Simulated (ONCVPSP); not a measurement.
What the settings do to the ONCV potential of Hf

Base potential:

ONCVPSP 4.0.1 input, shortened (lines: element, Z, core and valence counts, functional; n l f; lmax; l rc ep ncon nbas qcut; lloc lpopt rc5 dvloc0; l nproj debl; icmod fcfact rcfact), PBE, scalar-relativistic:

```
  Hf 72.00    9    6        4      upf
    1    0    2.00
    2    0    2.00
    2    1    6.00
    3    0    2.00
    3    1    6.00
    3    2   10.00
    4    0    2.00
    4    1    6.00
    4    2   10.00
    4    3   14.00
    5    0    2.00
    5    1    6.00
    5    2    2.00
    6    0    1.75
    6    1    0.25
    3
    0    1.85    0.00    4    8    7.10
    1    2.50    0.00    3    7    5.70
    2    2.35    0.00    4    9    5.70
    3    0.65    0.00    4    8   23.00
    4    5    0.55    0.00
    0    2    3.70
    1    3    1.70
    2    2    2.20
    3    1    3.30
    3    4.00    1.15
```

All-electron outer shells of the reference configuration (PBE, scalar-relativistic, ld1.x):

```json
{"shell": "4p", "level (eV)": "-379.46", "outermost node (bohr)": "0.25", "outermost maximum (bohr)": "0.46"}
{"shell": "4d", "level (eV)": "-207.05", "outermost node (bohr)": "0.23", "outermost maximum (bohr)": "0.47"}
{"shell": "5s", "level (eV)": "-67.40", "outermost node (bohr)": "0.55", "outermost maximum (bohr)": "1.01"}
{"shell": "5p", "level (eV)": "-35.95", "outermost node (bohr)": "0.60", "outermost maximum (bohr)": "1.16"}
{"shell": "4f", "level (eV)": "-17.21", "outermost node (bohr)": "–", "outermost maximum (bohr)": "0.45"}
{"shell": "6s", "level (eV)": "-5.35", "outermost node (bohr)": "1.37", "outermost maximum (bohr)": "2.89"}
{"shell": "5d", "level (eV)": "-3.00", "outermost node (bohr)": "0.67", "outermost maximum (bohr)": "1.69"}
{"shell": "6p", "level (eV)": "-1.58", "outermost node (bohr)": "1.66", "outermost maximum (bohr)": "4.00"}
```

Cutoffs, loose and tight: the cutoffs (Ha) at which the residual kinetic energy of the hardest occupied pseudo-wave falls to 1 and 0.1 mHa per electron. They do not see the model core or the augmentation charge, which bear on the density cutoff. Test errors are all-electron minus pseudo excitation energies from the reference, over the configurations 4f14 5s2 5p6 5d2 6s2 6p0; 4f14 5s2 5p6 5d2 6s1 6p0; 4f14 5s2 5p6 5d2 6s0 6p0; 4f14 5s1 5p6 5d2 6s2 6p0. A dash means not determined; rows that change the core or the reference have their own tests.

A true bound ghost makes a file unfit for plane-wave use even where its test errors are small: the radial tests pick states by their node count and pass the ghost by.

```csv
change,outcome,"cutoff, loose","cutoff, tight",bound ghosts,GHOST(+) flags above zero,largest test error (meV)
base,generated,253 Ha,562 Ha,"s, p","s, d",-116
"reference 4f13.5 5s2 5p6 5d2.5 6s2; wave 5p+6p: rc 2.50 bohr, ncon 3, nbas 7, qcut 5.7 1/bohr, 3 projectors, debl 1.7 Ha becomes 5p: rc 2.50 bohr, ncon 3, nbas 7, qcut 5.7 1/bohr, 3 projectors, debl 1.7 Ha",generated,253 Ha,565 Ha,"s, p","s, d",-110
d: rc 2.9,generated,253 Ha,562 Ha,"s, p, d",s,-139
f: nproj 2,generated,253 Ha,562 Ha,"s, p","s, d",-116
```
